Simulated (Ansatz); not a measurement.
Process, species as SMILES: N[SiH3] → [NH-][SiH3] + H+
Structures are relaxed separately at B3LYP-D3(BJ)/def2-TZVP in Ansatz (a first-principles code). Frequencies are from Ansatz.
Geometry of the first species:
```xyz
7

Si    -0.5698    -0.0218     0.0815
N      1.1270     0.0592    -0.2111
H     -1.1332     1.3310    -0.1334
H     -1.1511    -0.9874    -0.8795
H     -0.9726    -0.4582     1.4471
H      1.6789     0.7924     0.2058
H      1.6667    -0.7871    -0.3025
```

Wanted: gas-phase deprotonation energy (enthalpy at 298 K, with B3LYP-D3(BJ) rigid-rotor harmonic-oscillator terms), in kJ/mol. Valence correlation only, unless marked. No spin-orbit coupling. Non-relativistic. Anions need diffuse functions: aug- sets have them; def2-D sets add few; the other sets have none. Basis-set limits of correlation are two-point, X^-3; Hartree-Fock from the larger set.

```json
[
 {"level": "HF/def2-SVP", "program": "Ansatz", "gas-phase deprotonation energy (kJ/mol)": "1655.8", "minus last row": "82.3"},
 {"level": "PBE-D3(BJ)/def2-TZVPD", "program": "Ansatz + dftd3", "gas-phase deprotonation energy (kJ/mol)": "1557.8", "minus last row": "-15.7"},
 {"level": "PBE-D4/def2-TZVPD", "program": "Ansatz + dftd4", "gas-phase deprotonation energy (kJ/mol)": "1553.9", "minus last row": "-19.6"},
 {"level": "BLYP/def2-TZVPD", "program": "Ansatz", "gas-phase deprotonation energy (kJ/mol)": "1557.1", "minus last row": "-16.4"},
 {"level": "revPBE-D3(BJ)/def2-TZVPD", "program": "Ansatz + dftd3", "gas-phase deprotonation energy (kJ/mol)": "1568.8", "minus last row": "-4.7"},
 {"level": "r2SCAN-D3(BJ)/def2-TZVPD", "program": "Ansatz + dftd3", "gas-phase deprotonation energy (kJ/mol)": "1570.3", "minus last row": "-3.2"},
 {"level": "B97M-V/def2-TZVPD", "program": "Ansatz", "gas-phase deprotonation energy (kJ/mol)": "1562.7", "minus last row": "-10.8"},
 {"level": "BHLYP-D3(BJ)/def2-TZVPD", "program": "Ansatz + dftd3", "gas-phase deprotonation energy (kJ/mol)": "1595.4", "minus last row": "21.9"},
 {"level": "HSE06-D4/def2-TZVPD", "program": "Ansatz + dftd4", "gas-phase deprotonation energy (kJ/mol)": "1575.1", "minus last row": "1.6"},
 {"level": "LC-wPBE-D3(BJ)/def2-TZVPD", "program": "Ansatz + dftd3", "gas-phase deprotonation energy (kJ/mol)": "1592.2", "minus last row": "18.7"},
 {"level": "MP2/cc-pVTZ", "program": "Ansatz", "gas-phase deprotonation energy (kJ/mol)": "1594.6", "minus last row": "21.1"},
 {"level": "MP2/def2-TZVPPD", "program": "Ansatz", "gas-phase deprotonation energy (kJ/mol)": "1568.8", "minus last row": "-4.7"},
 {"level": "RI-MP2/def2-TZVPPD", "program": "Ansatz", "gas-phase deprotonation energy (kJ/mol)": "1568.8", "minus last row": "-4.7"},
 {"level": "RI-MP2/CBS(aug-cc-pV(T+d)Z,aug-cc-pV(Q+d)Z)", "program": "Ansatz", "gas-phase deprotonation energy (kJ/mol)": "1562.9", "minus last row": "-10.6"},
 {"level": "SCS-MP2/6-31G*", "program": "Ansatz", "gas-phase deprotonation energy (kJ/mol)": "1627.2", "minus last row": "53.7"},
 {"level": "SCS-MP2/cc-pV(D+d)Z", "program": "Ansatz", "gas-phase deprotonation energy (kJ/mol)": "1625.5", "minus last row": "52.0"},
 {"level": "CCSD/def2-SVPD", "program": "Ansatz", "gas-phase deprotonation energy (kJ/mol)": "1595.1", "minus last row": "21.6"},
 {"level": "CCSD/cc-pV(T+d)Z", "program": "Ansatz", "gas-phase deprotonation energy (kJ/mol)": "1608.7", "minus last row": "35.2"},
 {"level": "CCSD/def2-QZVPP", "program": "Ansatz", "gas-phase deprotonation energy (kJ/mol)": "1591.7", "minus last row": "18.2"},
 {"level": "CCSD(T)/CBS(def2-TZVPPD,def2-QZVPPD)", "program": "Ansatz", "gas-phase deprotonation energy (kJ/mol)": "1575.5", "minus last row": "2.0"},
 {"level": "CCSD(T)/CBS(aug-cc-pV(T+d)Z,aug-cc-pV(Q+d)Z)", "program": "Ansatz", "gas-phase deprotonation energy (kJ/mol)": "1573.5", "minus last row": "0.0"}
]
```
